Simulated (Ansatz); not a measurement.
Start from `[CH3][InH][O][SiH3]` and change one atom or group to get `[SiH3][O][InH][Br]`.

Ansatz, PBE0-D4/def2-TZVP geometries, multiplicity 1. Each molecule was computed in one conformer, which needn't be the lowest.

Elements past krypton have def2 core potentials. Scalar relativity is left out up to krypton.

```tsv
property	`[CH3][InH][O][SiH3]`
size of the dipole moment (B3LYP/def2-TZVPP) / D	3.19
HOMO energy (PBE/def2-TZVPP) / eV	-6.40
LUMO energy (B3LYP/def2-TZVPP) / eV	-1.72
HOMO energy (ωB97M-V/def2-TZVPP) / eV	-9.98
HOMO energy (B3LYP/def2-TZVPP) / eV	-7.52
LUMO energy (ωB97M-V/def2-TZVPP) / eV	-0.03
```

(1) What does the change do to each property? (Best estimate.)

## Answers

(1) Computed: 
```
                                        property  `[SiH3][O][InH][Br]`  shift
size of the dipole moment (B3LYP/def2-TZVPP) / D                  2.36  -0.83
               HOMO energy (PBE/def2-TZVPP) / eV                 -7.03  -0.63
             LUMO energy (B3LYP/def2-TZVPP) / eV                 -2.07  -0.35
           HOMO energy (ωB97M-V/def2-TZVPP) / eV                -10.63  -0.65
             HOMO energy (B3LYP/def2-TZVPP) / eV                 -8.13  -0.61
           LUMO energy (ωB97M-V/def2-TZVPP) / eV                 -0.30  -0.27
```

With PBE0 the HOMO falls by 0.64 eV and the LUMO falls by 0.36 eV, so the gap widens by about 0.28 eV. PBE moves the HOMO by -0.63 eV and ωB97M-V by -0.65 eV. Dipoles are sizes alone; their direction can turn.

B3LYP here is the variant with VWN-RPA as its local correlation; programs differ in this.

Spin–orbit coupling is left out; it splits and shifts lone-pair levels of the heavy atoms by tenths of an eV.
